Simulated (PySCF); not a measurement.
Compound: ZnMe(nPr), C4H10Zn (singlet state).
Bonds: Zn1–C2, Zn1–C6, C6–C7, C7–C8. Hydrogens: H3, H4, H5 on C2; H9, H10 on C6; H11, H12 on C7; H13, H14, H15 on C8.

Level of theory: PySCF 2.14.0, PBE0-D3(BJ)/def2-SVP geometry optimisation, gas phase.

**Question.** How far are the bound atoms from Zn1?

**Answer.** 2 atoms: C2 1.948 Å, C6 1.957 Å. The nearest atom not counted as bound is H10, at 2.53 Å (others tie with it).

**Question.** What is the shape at Zn1?

**Answer.** Linear: angle 179.7°.

**Question.** What are the other bond lengths?

**Answer.** C2–H3, C2–H4, C2–H5 1.102 Å; C6–C7 1.530 Å; C6–H9, C6–H10 1.107 Å; C7–C8 1.523 Å; C7–H11, C7–H12 1.105 Å; C8–H13, C8–H14, C8–H15 1.102 Å.

**Question.** Give some angles away from the centre.

**Answer.** Zn1–C6–C7 115.3°, C6–C7–C8 113.5°.

**Question.** What are the rotational constants (commonest isotopes, rigid rotor)?

**Answer.** A = 18591, B = 1161, C = 1123 MHz: a near-prolate asymmetric top.

Point group: near Cs, missed by 0.29 Å at most; the miss may be what the optimiser left on a soft mode. Charge 0, singlet. No PBE0-D3(BJ)/def2-SVP frequencies stand behind this structure, so it isn't proved a minimum.
